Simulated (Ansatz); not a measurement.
```yaml
crystal:
  periodic: [false, false, false]
  atoms:
    - {symbol: C, position_ang: [3.815066, 0.341576, 1.623752]}
    - {symbol: C, position_ang: [3.810288, -0.375479, 0.271188]}
    - {symbol: C, position_ang: [2.818871, 0.197144, -0.751863]}
    - {symbol: C, position_ang: [1.341974, 0.069370, -0.362898]}
    - {symbol: C, position_ang: [0.386206, 0.581837, -1.446289]}
    - {symbol: C, position_ang: [-1.098526, 0.557422, -1.062007]}
    - {symbol: C, position_ang: [-1.653757, -0.851027, -0.819270]}
    - {symbol: C, position_ang: [-3.172041, -0.923400, -0.599050]}
    - {symbol: P, position_ang: [-3.836440, -0.166926, 0.910926]}
    - {symbol: O, position_ang: [-5.241242, -0.505092, 1.323028]}
    - {symbol: O, position_ang: [-2.693135, -0.586632, 2.022823]}
    - {symbol: O, position_ang: [-3.611314, 1.447912, 0.658882]}
    - {symbol: H, position_ang: [2.838139, 0.258957, 2.142706]}
    - {symbol: H, position_ang: [4.034215, 1.423866, 1.503695]}
    - {symbol: H, position_ang: [4.583404, -0.079858, 2.303276]}
    - {symbol: H, position_ang: [3.589816, -1.456088, 0.424430]}
    - {symbol: H, position_ang: [4.832497, -0.338221, -0.164193]}
    - {symbol: H, position_ang: [2.974889, -0.311724, -1.729176]}
    - {symbol: H, position_ang: [3.057093, 1.270556, -0.933686]}
    - {symbol: H, position_ang: [1.122203, -0.997510, -0.133874]}
    - {symbol: H, position_ang: [1.144290, 0.624562, 0.580956]}
    - {symbol: H, position_ang: [0.669668, 1.625603, -1.706465]}
    - {symbol: H, position_ang: [0.538925, -0.009259, -2.378718]}
    - {symbol: H, position_ang: [-1.258003, 1.183849, -0.158395]}
    - {symbol: H, position_ang: [-1.691830, 1.043786, -1.867323]}
    - {symbol: H, position_ang: [-1.151075, -1.316573, 0.053602]}
    - {symbol: H, position_ang: [-1.410583, -1.491983, -1.695683]}
    - {symbol: H, position_ang: [-3.511484, -1.978592, -0.535865]}
    - {symbol: H, position_ang: [-3.731876, -0.460658, -1.440191]}
    - {symbol: H, position_ang: [-3.134298, -0.693135, 2.888981]}
    - {symbol: H, position_ang: [-4.361960, 1.915707, 1.076721]}
basis:
  gaussian: {orbitals: def2-TZVP}
magnetization: {spin_polarized: true, initial_magnetization: 2}
hamiltonian: {xc: pbe0, dispersion: d4}
scf: {omitted_lower_state_checks: [starts]}
output: {orbitals: {seedname: orbitals}}
```

```sh
$ ansatz run in.yaml --threads 4 --pin off --events-out ev --progress --plain --max-ram 6963MiB
```

**Question.** Does this run fit into the memory that it is given?

**Answer.** No. It has 492 basis functions, and Ansatz plans for 7.30 GiB where 6.79 GiB are given.
